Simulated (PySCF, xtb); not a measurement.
C3H8O2Si, SMILES [Si@H]1(O)CO[C@@H]1C. One conformer was computed; it need not be the lowest.

Harmonic wavenumbers (cm⁻¹) from GFN2-xTB (xtb) at its own minimum, in rising order: 67, 148, 182, 202, 263, 302, 407, 522, 526, 627, 657, 726, 756, 797, 902, 925, 988, 1010, 1071, 1101, 1139, 1208, 1227, 1303, 1398, 1479, 1484, 1503, 2371, 2857, 2899, 2928, 3023, 3028, 3033, 3638.

**Question.** What does PySCF with B3LYP-D3(BJ)/def2-SVP give at its own minimum? (Estimate from the structure and the level; the computed values follow.)

**Answer.** 73, 171, 188, 234, 279, 330, 419, 449, 649, 668, 705, 781, 829, 847, 879, 914, 985, 1010, 1071, 1131, 1176, 1225, 1252, 1337, 1391, 1450, 1459, 1477, 2246, 2957, 2982, 3024, 3084, 3105, 3115, 3873. Paired by order, the mean absolute difference is 48 cm⁻¹ and the zero-point energies are 66.8 and 68.3 kcal/mol.
